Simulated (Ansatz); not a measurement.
Basis-set extrapolation for `C[NH2+][Al-]([F])([F])[F]` (PBE0-D4/def2-TZVP geometry, frozen core, the Gaussian-basis code of Ansatz). Multiplicity 1, RHF reference.

|  | def2-TZVPP | def2-QZVPP |
| --- | --- | --- |
| HF | -635.943329 | -635.970954 |
| MP2 correlation | -1.230921 | -1.338911 |
| CCSD(T) correlation | -1.291205 | not run |

Energies in hartree. Use E(X) = E(∞) + A·exp(−7.88·√X) for Hartree–Fock and E(X) = E(∞) + B·X^(−2.97) for correlation, with X = 3 and 4, and add CCSD(T) minus MP2 of the smaller set to the MP2 limit.

Q: What is the CCSD(T) energy at the basis-set limit?

A: HF limit: -635.970954 + (-0.027625) × 0.13774 = -635.97476. MP2 limit: -1.338911 + (-0.107990) × 0.74074 = -1.41890. Higher-order term: -1.291205 − (-1.230921) = -0.06028. Total: -637.45394 hartree, 5.97 eV below CCSD(T)/def2-TZVPP.
